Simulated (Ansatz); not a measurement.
A trace of molecular dynamics of Cl3FH3HfN (9 atoms, charge 0, multiplicity 1).

Computed with RKS BHLYP-D4/def2-SVP in Ansatz.

```
ensemble                      : NVE (velocity Verlet)
starting velocities drawn for : 300 K
seed                          : 10868
```

| time (fs) | T (K) | potential energy less start (eV) | conserved less start (meV/atom) |
| --- | --- | --- | --- |
| 0 | 300 | 0.000 | 0.00 |
| 4 | 260 | 0.037 | 0.06 |
| 8 | 205 | 0.087 | 0.11 |
| 12 | 141 | 0.145 | 0.19 |
| 16 | 115 | 0.170 | 0.23 |
| 20 | 135 | 0.151 | 0.20 |
| 24 | 164 | 0.124 | 0.12 |
| 28 | 185 | 0.105 | 0.07 |
| 32 | 181 | 0.108 | 0.03 |
| 36 | 174 | 0.114 | 0.02 |
| 40 | 164 | 0.124 | 0.08 |
| 44 | 154 | 0.133 | 0.15 |
| 48 | 158 | 0.131 | 0.20 |
| 52 | 155 | 0.133 | 0.22 |
| 56 | 138 | 0.148 | 0.18 |
| 60 | 124 | 0.160 | 0.11 |
| 64 | 118 | 0.165 | 0.04 |
| 68 | 129 | 0.155 | 0.02 |
| 72 | 151 | 0.136 | 0.04 |
| 76 | 175 | 0.114 | 0.08 |
| 80 | 169 | 0.120 | 0.16 |
| 84 | 149 | 0.139 | 0.22 |
| 88 | 148 | 0.140 | 0.21 |
| 92 | 157 | 0.131 | 0.16 |
| 96 | 183 | 0.107 | 0.10 |
| 100 | 223 | 0.070 | 0.03 |

Question: Is this trajectory sound?

Answer: The conserved energy stayed within 0.24 meV per atom of its start (net change 0.03 meV per atom), so the integration is sound. A run of 0.1 ps of so small a system gives no equilibrium averages. The orbitals stay closed-shell, which can raise the energy where a bond breaks towards radicals; this wasn't checked here. The time step was 0.5 fs.

Run time: 8.2 min on 4 threads of Arm Neoverse V2, with other jobs on the host, peak memory 0.37 GiB.
